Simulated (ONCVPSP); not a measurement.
# Transferability test, ONCV potential for niobium

```
Element                 : Nb
Generator               : ONCVPSP 4.0.1
Type                    : optimised norm-conserving Vanderbilt (ONCV)
Functional              : PBE
Relativity              : scalar-relativistic
Frozen core             : [Ar] 3d10
Valence charge          : 13
Reference configuration : 4s2 4p6 4d4 5s1
Partial waves           : 4s+5s: rc 1.85 bohr, ncon 3, nbas 7, qcut 7.3 1/bohr, 2 projectors; 4p: rc 2.00 bohr, ncon 3, nbas 6, qcut 8.6 1/bohr, 2 projectors, debl 3.9 Ha; 4d: rc 2.55 bohr, ncon 4, nbas 9, qcut 7.5 1/bohr, 3 projectors, debl 1.2 Ha
Local potential         : polynomial inside 1.20 bohr (lpopt 4, dvloc0 0 Ha)
Core correction         : none
```

Energies are relative to the spin-unpolarised reference configuration 4s2 4p6 4d4 5s1; without spin polarisation the order of configurations can differ from experiment. Not all tests gave a result: 1 of 4 tests not solved or not reliable.

```
valence configuration  charge  ΔE all-electron (eV)  error AE − PS (meV)
      4s2 4p6 4d4 5s0      +1                 6.637                 -1.5
      4s2 4p6 4d3 5s0      +2                20.678                 -0.5
      4s2 4p6 4d3 5s2       0                -0.516                 +2.4
```

Levels in the configuration 4s2 4p6 4d3 5s0:

```
level  all-electron (eV)  pseudo (eV)
   4s            -75.893      -75.889
   4p            -51.873      -51.871
   4d            -19.100      -19.096
```
